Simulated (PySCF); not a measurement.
C₃H₁₁GeN.
SMILES with atom numbers: `[CH3:1][N:2]([CH3:3])[CH2:4][GeH3:5]` (hydrogens: H6, H7, H8 on C1; H9, H10, H11 on C3; H12, H13 on C4; H14, H15, H16 on Ge5)

The calculation used TDDFT B3LYP/def2-SVPD, vertical, gas phase, core orbitals frozen in the response (PySCF). Isolated species at its GFN2-xTB geometry (one conformer only). The B3LYP/def2-SVPD calculation is non-relativistic and has no spin–orbit coupling, an omission that weighs most on germanium. Torsions of this conformer, `[CH3:1][N:2]([CH3:3])[CH2:4][GeH3:5]`: C1–N2–C4–Ge5 67°.

Computed singlets with f of 0.002 or more:

```csv
state,E (eV),f
S1,5.45,0.025
S2,5.81,0.046
S3,6.24,0.0036
S6,6.69,0.021
S7,7.20,0.078
S8,7.28,0.044
```

Problem. Turn these into Einstein A coefficients, radiative lifetimes, transition dipoles and integrated cross-sections.

Solution. For one non-degenerate pair of states in vacuum, A = 0.6670 f ν̃² s⁻¹ with ν̃ in cm⁻¹, τ = 1/A, |μ|² = 3f / (2ΔE) in atomic units, and the integrated cross-section is ∫σ dE = 109.76 f Mb·eV.

```json
{"state": "S1", "A (s⁻¹)": "3.2×10⁷", "τ": "31 ns", "|μ| (D)": "1.10", "∫σ dE (Mb·eV)": "2.7"}
{"state": "S2", "A (s⁻¹)": "6.8×10⁷", "τ": "15 ns", "|μ| (D)": "1.45", "∫σ dE (Mb·eV)": "5.1"}
{"state": "S3", "A (s⁻¹)": "6.1×10⁶", "τ": "160 ns", "|μ| (D)": "0.39", "∫σ dE (Mb·eV)": "0.39"}
{"state": "S6", "A (s⁻¹)": "4.0×10⁷", "τ": "25 ns", "|μ| (D)": "0.90", "∫σ dE (Mb·eV)": "2.3"}
{"state": "S7", "A (s⁻¹)": "1.8×10⁸", "τ": "5.7 ns", "|μ| (D)": "1.69", "∫σ dE (Mb·eV)": "8.6"}
{"state": "S8", "A (s⁻¹)": "1.0×10⁸", "τ": "9.9 ns", "|μ| (D)": "1.26", "∫σ dE (Mb·eV)": "4.8"}
```

Leading configurations: S1 H→L (91%); S2 H→L+1 (91%); S3 H→L+2 (98%); S6 H→L+5 (91%); S7 H→L+6 (95%); S8 H→L+7 (95%) (H = HOMO, L = LUMO).

Only emission to the ground state at the vertical energy is counted.

Problem. What is the integrated cross-section of all computed states together?

Solution. Σf = 0.219 over S1 to S8, so 109.76 × Σf ≈ 24.1 Mb·eV.

Problem. Suppose S1 emitted 0.3 eV lower with the same transition dipole. How would A change?

Solution. At fixed |μ|, A goes as the cube of the energy: (5.15/5.45)³ = 0.84, which makes τ about 37 ns.

Problem. By what factor does the largest A in the list exceed the smallest?

Solution. S7 has 29 times the rate of S3.

Without π bonds the low states are Rydberg-like; a valence basis with one diffuse set may place them up to an eV too high.
